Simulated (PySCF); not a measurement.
**Substituent chemical shifts**

Parent skeleton `[CH3:1][C:2]#[C:3][SiH:4]([F:5])[CH2:6][CH3:7]`; one hydrogen on atom 6 is replaced by X. Hydrogens on one atom are averaged.

Computed data (PySCF): σ from GIAO-PBE0/pcSseg-1, coordinates at the GFN2-xTB level. Rapidly exchanging positions averaged, a single conformation, gas phase, relativity neglected.

Referencing at the same level of theory: ¹³C (σref 186.93) and ²⁹Si (σref 349.16) and ¹H (σref 31.72) vs TMS; ¹⁹F (σref 170.95) vs CFCl3.

Known members:
```csv
X,C1,C2,C3,Si4,F5,C6,C7,H(C1),H(Si4)
propynyl,5.7,113.0,84.2,-19.6,-193.4,17.7,18.0,2.11,4.79
```

Four more derivatives gave (δ, ppm):
| compound | C1 | C2 | C3 | Si4 | F5 | C6 | C7 | H(C1) | H(Si4) |
| --- | --- | --- | --- | --- | --- | --- | --- | --- | --- |
| 1 | 5.7 | 113.7 | 84.4 | -7.0 | -201.6 | 40.7 | 13.8 | 2.11 | 4.96 |
| 2 | 5.7 | 114.4 | 84.1 | -9.3 | -197.4 | 33.6 | 15.6 | 2.11 | 5.21 |
| 3 | 5.7 | 115.6 | 81.7 | -22.4 | -203.6 | 87.0 | 19.2 | 2.16 | 5.17 |
| 4 | 5.7 | 117.2 | 84.5 | -14.2 | -198.3 | 47.3 | 11.7 | 2.14 | 4.79 |

Their substituents are COCH3, F, SCH3, isopropenyl. Which is which?

Answers

1: X = isopropenyl (C=C(C)[C@@H](C)[Si@H](F)C#CC); 2: X = SCH3 (CC#C[Si@@H](F)[C@H](C)SC); 3: X = F (CC#C[Si@@H](F)[C@@H](C)F); 4: X = COCH3 (CC#C[Si@@H](F)[C@H](C)C(C)=O).

Unscaled 19F shifts against computed CFCl3 carry errors that often reach 10 to 50 ppm.
